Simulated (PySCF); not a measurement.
PySCF input file for CH3Si, SMILES C=[SiH], multiplicity 2, TDA-PBE/def2-TZVPD. Geometry: PBE0-D3(BJ)/def2-TZVP. The isomer is the one that the SMILES or the coordinates give; other isomers of the formula were not compared.

```python
import numpy as np
from pyscf import gto, scf, dft, tdscf

mol = gto.M(
    atom='''
    C    -0.05708541   -1.09561447   -0.00000000
    Si    0.12008265    0.59955434    0.00000000
    H     0.77756861   -1.78541312    0.00000000
    H    -1.04775317   -1.54340420    0.00000000
    H    -1.06846007    1.50874343   -0.00000000
    ''',
    basis='def2-TZVPD',
    charge=0,
    spin=1,
    max_memory=1600,
    verbose=4,
)
mf = dft.UKS(mol, xc='pbe').density_fit(auxbasis='def2-universal-jkfit')
mf.grids.level = 3
mf.conv_tol = 1e-9
mf.max_cycle = 100
mf.kernel()
fine, coarse = mf.grids, dft.Grids(mol).set(level=1).build(with_non0tab=True)
for _ in range(3):  # follow internal instabilities
    mf.grids = coarse
    mo, _, stable, _ = mf.stability(return_status=True, nroots=4)
    mf.grids = fine
    if stable:
        break
    mf.kernel(mf.make_rdm1(mo, mf.mo_occ))
mf.grids = dft.Grids(mol).set(level=1).build(with_non0tab=True)  # coarser grid for the response kernel
td = tdscf.TDA(mf)
td.nstates = 10
td.conv_tol = 1e-4
td.positive_eig_threshold = 1e-6
td.kernel(x0=td.get_init_guess(mf, 15))
td.analyze()
```

It prints:

```
PySCF version 2.14.0

[INPUT] verbose = 4
[INPUT] num. atoms = 5
[INPUT] num. electrons = 23
[INPUT] charge = 0
[INPUT] spin (= nelec alpha-beta = 2S) = 1
[INPUT] symmetry False subgroup None
[INPUT] Mole.unit = angstrom
[INPUT] Symbol           X                Y                Z      unit          X                Y                Z       unit  Magmom
[INPUT]  1 C     -0.057085410000  -1.095614470000   0.000000000000 AA   -0.107875790609  -2.070411286411   0.000000000000 Bohr   0.0
[INPUT]  2 Si     0.120082650000   0.599554340000   0.000000000000 AA    0.226923320812   1.132993499394   0.000000000000 Bohr   0.0
[INPUT]  3 H      0.777568610000  -1.785413120000   0.000000000000 AA    1.469391715959  -3.373941816005   0.000000000000 Bohr   0.0
[INPUT]  4 H     -1.047753170000  -1.543404200000   0.000000000000 AA   -1.979966537445  -2.916611237503   0.000000000000 Bohr   0.0
[INPUT]  5 H     -1.068460070000   1.508743430000   0.000000000000 AA   -2.019096907334   2.851111874937   0.000000000000 Bohr   0.0

nuclear repulsion = 44.6511990272431
number of shells = 43
number of NR pGTOs = 154
number of NR cGTOs = 107
basis = def2-TZVPD
ecp = {}


[settings echo left out]
init E= -329.084866796515
  alpha nocc = 12  HOMO = -0.199352249966392  LUMO = -0.101936953433299
  beta  nocc = 11  HOMO = -0.275818561511795  LUMO = -0.199352249966385

WARN: HOMO -0.199352249966392 >= LUMO -0.199352249966385

cycle= 1 E= -328.981783072212  delta_E= 0.103  |g|= 0.46  |ddm|= 1.21
  alpha nocc = 12  HOMO = -0.177159774719977  LUMO = 0.00454095825494688
  beta  nocc = 11  HOMO = -0.158041633730666  LUMO = -0.146121966493919
  HOMO = -0.158041633731  LUMO = -0.146121966494  gap/eV = 0.32435
cycle= 2 E= -327.999198321324  delta_E= 0.983  |g|= 1.13  |ddm|= 1.25
  alpha nocc = 12  HOMO = -0.194007298893625  LUMO = -0.0562074965243511
  beta  nocc = 11  HOMO = -0.209405569600353  LUMO = -0.139308737210005
  HOMO = -0.194007298894  LUMO = -0.13930873721  gap/eV = 1.48842
cycle= 3 E= -329.095556845414  delta_E= -1.1  |g|= 0.111  |ddm|= 1.08
  alpha nocc = 12  HOMO = -0.217063664927739  LUMO = -0.075089864738846
  beta  nocc = 11  HOMO = -0.210685727886801  LUMO = -0.164784711407798
  HOMO = -0.210685727887  LUMO = -0.164784711408  gap/eV = 1.24903
cycle= 4 E= -329.104772008089  delta_E= -0.00922  |g|= 0.065  |ddm|= 0.221
  alpha nocc = 12  HOMO = -0.209767198139591  LUMO = -0.0667759415327147
  beta  nocc = 11  HOMO = -0.205579028105117  LUMO = -0.150816713295974
  HOMO = -0.205579028105  LUMO = -0.150816713296  gap/eV = 1.49016
cycle= 5 E= -329.108694013621  delta_E= -0.00392  |g|= 0.0142  |ddm|= 0.095
  alpha nocc = 12  HOMO = -0.212048195787863  LUMO = -0.0680077813676938
  beta  nocc = 11  HOMO = -0.208241881238305  LUMO = -0.151769014216569
  HOMO = -0.208241881238  LUMO = -0.151769014217  gap/eV = 1.53670
cycle= 6 E= -329.108813749671  delta_E= -0.00012  |g|= 0.00217  |ddm|= 0.0179
  alpha nocc = 12  HOMO = -0.211709715942027  LUMO = -0.0676910812092437
  beta  nocc = 11  HOMO = -0.208234658990101  LUMO = -0.151154628716512
  HOMO = -0.20823465899  LUMO = -0.151154628717  gap/eV = 1.55323
cycle= 7 E= -329.108821398298  delta_E= -7.65e-06  |g|= 0.00118  |ddm|= 0.00461
  alpha nocc = 12  HOMO = -0.211702833074785  LUMO = -0.0676010917527492
  beta  nocc = 11  HOMO = -0.208380984263343  LUMO = -0.151093175493614
  HOMO = -0.208380984263  LUMO = -0.151093175494  gap/eV = 1.55888
cycle= 8 E= -329.108824235434  delta_E= -2.84e-06  |g|= 0.000591  |ddm|= 0.00276
  alpha nocc = 12  HOMO = -0.211608985848711  LUMO = -0.0674729421980942
  beta  nocc = 11  HOMO = -0.208455803830269  LUMO = -0.15094896391567
  HOMO = -0.20845580383  LUMO = -0.150948963916  gap/eV = 1.56484
cycle= 9 E= -329.108825555429  delta_E= -1.32e-06  |g|= 0.000261  |ddm|= 0.00241
  alpha nocc = 12  HOMO = -0.211585450223164  LUMO = -0.0674266297674286
  beta  nocc = 11  HOMO = -0.208503342659714  LUMO = -0.150926868360099
  HOMO = -0.20850334266  LUMO = -0.15092686836  gap/eV = 1.56674
cycle= 10 E= -329.1088257537  delta_E= -1.98e-07  |g|= 7.3e-05  |ddm|= 0.00107
  alpha nocc = 12  HOMO = -0.211583170767329  LUMO = -0.0674294267043223
  beta  nocc = 11  HOMO = -0.208513559205525  LUMO = -0.150939108507963
  HOMO = -0.208513559206  LUMO = -0.150939108508  gap/eV = 1.56668
cycle= 11 E= -329.108825764027  delta_E= -1.03e-08  |g|= 3.12e-05  |ddm|= 0.000245
  alpha nocc = 12  HOMO = -0.211584320782349  LUMO = -0.067428316781406
  beta  nocc = 11  HOMO = -0.208518023125947  LUMO = -0.150936603191656
  HOMO = -0.208518023126  LUMO = -0.150936603192  gap/eV = 1.56687
cycle= 12 E= -329.108825764636  delta_E= -6.09e-10  |g|= 1.29e-05  |ddm|= 4.92e-05
  alpha nocc = 12  HOMO = -0.211579310545373  LUMO = -0.0674253624986179
  beta  nocc = 11  HOMO = -0.208512302495155  LUMO = -0.150935129865271
  HOMO = -0.208512302495  LUMO = -0.150935129865  gap/eV = 1.56675
Extra cycle  E= -329.108825763987  delta_E= 6.48e-10  |g|= 3.46e-05  |ddm|= 3.15e-05
converged SCF energy = -329.108825763987  <S^2> = 0.76436993  2S+1 = 2.0143187
tot grids = 19008
uhf_internal: lowest eigs of H = [0.08757194 0.12846997 0.26983837 0.32050988]
<class 'pyscf.df.df_jk.DFUKS'> wavefunction is stable in the internal stability analysis
tot grids = 19008
Overwritten attributes  positive_eig_threshold  of <class 'pyscf.tdscf.uks.TDA'>


******** <class 'pyscf.tdscf.uks.TDA'> for <class 'pyscf.df.df_jk.DFUKS'> ********
nstates = 10
deg_eia_thresh = 1.000e-03
wfnsym = None
conv_tol = 0.0001
eigh lindep = 1e-12
eigh level_shift = 0
eigh max_cycle = 100


Excitation energies (eV)
[1.43932909 2.77949872 3.68404027 4.51323754 5.28059725 5.30032824
 5.62108429 5.67456991 5.75381486 5.89651009]

** Excitation energies and oscillator strengths **
Excited State   1:      1.43933 eV    861.40 nm  f=0.0016
      11b ->   12b     -0.99274
Excited State   2:      2.77950 eV    446.07 nm  f=0.0010
      12a ->   13a     -0.73325
      11b ->   13b      0.67228
Excited State   3:      3.68404 eV    336.54 nm  f=0.0115
      11a ->   13a      0.98914
Excited State   4:      4.51324 eV    274.71 nm  f=0.0088
      12a ->   13a      0.22424
      10b ->   12b      0.91842
      11b ->   13b      0.29028
Excited State   5:      5.28060 eV    234.79 nm  f=0.0016
      12a ->   14a      0.74837
      12a ->   15a     -0.17164
      11b ->   14b     -0.61409
Excited State   6:      5.30033 eV    233.92 nm  f=0.0762
      11a ->   14a     -0.48878
      11a ->   16a      0.13949
      12a ->   13a     -0.44277
       9b ->   12b      0.36108
      10b ->   12b      0.32479
      11b ->   13b     -0.49788
Excited State   7:      5.62108 eV    220.57 nm  f=0.0490
      12a ->   14a     -0.57062
      12a ->   15a     -0.63846
      12a ->   16a      0.13597
      11b ->   14b     -0.46134
      11b ->   15b      0.16060
Excited State   8:      5.67457 eV    218.49 nm  f=0.0644
      11a ->   14a      0.83114
      11a ->   15a     -0.23049
      11a ->   16a      0.13010
      12a ->   13a     -0.18908
       9b ->   12b      0.36183
      11b ->   13b     -0.21058
Excited State   9:      5.75381 eV    215.48 nm  f=0.0408
      12a ->   14a      0.29851
      12a ->   15a     -0.60470
      11b ->   14b      0.61324
      11b ->   15b      0.38231
Excited State  10:      5.89651 eV    210.27 nm  f=0.0685
      11a ->   14a      0.15962
      11a ->   15a      0.96541
      11a ->   16a      0.10045
       9b ->   12b      0.12879

** Transition electric dipole moments (AU) **
state          X           Y           Z        Dip. S.      Osc.
  1        -0.0000      0.0000     -0.2158      0.0466      0.0016
  2        -0.0224     -0.1207      0.0000      0.0151      0.0010
  3         0.0000     -0.0000      0.3567      0.1272      0.0115
  4         0.1554      0.2353     -0.0000      0.0795      0.0088
  5         0.0000      0.0000      0.1105      0.0122      0.0016
  6        -0.1104     -0.7581     -0.0000      0.5868      0.0762
  7         0.0000      0.0000     -0.5964      0.3557      0.0490
  8         0.1419     -0.6656      0.0000      0.4631      0.0644
  9        -0.0000      0.0000      0.5383      0.2898      0.0408
 10         0.6855     -0.0667      0.0000      0.4743      0.0685

** Transition velocity dipole moments (imaginary part, AU) **
state          X           Y           Z        Dip. S.      Osc.
  1         0.0000     -0.0000      0.0077      0.0001      0.0007
  2         0.0088      0.0102     -0.0000      0.0002      0.0012
  3        -0.0000      0.0000     -0.0134      0.0002      0.0009
  4         0.0123     -0.0109     -0.0000      0.0003      0.0011
  5         0.0000     -0.0000      0.0114      0.0001      0.0004
  6        -0.0048      0.0109     -0.0000      0.0001      0.0005
  7         0.0000     -0.0000     -0.1193      0.0142      0.0459
  8         0.0142     -0.0583      0.0000      0.0036      0.0115
  9        -0.0000      0.0000      0.0870      0.0076      0.0239
 10         0.1441      0.0244      0.0000      0.0214      0.0657

** Transition magnetic dipole moments (imaginary part, AU) **
state          X           Y           Z
  1        -0.1855      0.4178      0.0000
  2         0.0000     -0.0000      0.0146
  3        -0.3486      0.7431      0.0000
  4         0.0000     -0.0000      0.6660
  5        -0.0910      0.0221      0.0000
  6        -0.0000      0.0000     -0.1112
  7         0.0456      0.0346      0.0000
  8         0.0000      0.0000      0.6917
  9         0.0843      0.1415     -0.0000
 10        -0.0000     -0.0000      0.5104
```

The calculation finished and met its thresholds.
